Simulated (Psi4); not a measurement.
Intermolecular potential of N2 ··· H3B (SMILES N#N and B), singlet. Monomers: optimised at B3LYP-D3(BJ) (def2-TZVP), held rigid. Orientation: a random orientation, not optimised. Only R, the distance of the centres of mass, is varied, so the lowest point isn't the relaxed dimer.

Geometry at R = 4.20 Å (first 2 atoms: monomer A):
```
6

N      0.5455     0.0000     0.0000
N     -0.5455     0.0000     0.0000
B     -3.1776     1.7979     2.0763
H     -2.9920     2.9087     1.6941
H     -2.6136     0.8885     1.5572
H     -3.9270     1.5964     2.9775
```

Computed with: SAPT0/jun-cc-pVDZ, frozen core (Psi4); MP2/aug-cc-pVTZ = DF-MP2/aug-cc-pVTZ, frozen core, counterpoise-corrected run with Psi4; PBE/def2-TZVP, counterpoise-corrected (Psi4); revPBE/def2-TZVP, counterpoise-corrected (Psi4); CCSD(T)/aug-cc-pVDZ = DF-CCSD(T)/aug-cc-pVDZ, frozen core, counterpoise-corrected in Psi4.

Cost and agreement with CCSD(T)/aug-cc-pVDZ over the 12 points of the scan, with CCSD(T)/aug-cc-pVDZ as yardstick. Costs are rough ratios of core time within Psi4 on shared cores, each with its mean field (Kohn-Sham runs search longer for lower solutions than correlated ones do); the miss is the largest difference from CCSD(T) of the interaction energy, in kJ/mol.

Q: Which is the cheapest of these levels that stays within 2.1 kJ/mol of CCSD(T)/aug-cc-pVDZ?

A: SAPT0/jun-cc-pVDZ.

```
level              relative cost  largest difference
-----------------  -------------  ------------------
SAPT0/jun-cc-pVDZ              1                0.67
MP2/aug-cc-pVTZ                4                1.92
PBE/def2-TZVP                  6                2.29
revPBE/def2-TZVP               6                3.35
```

Costs within a factor of two of each other count as equal.
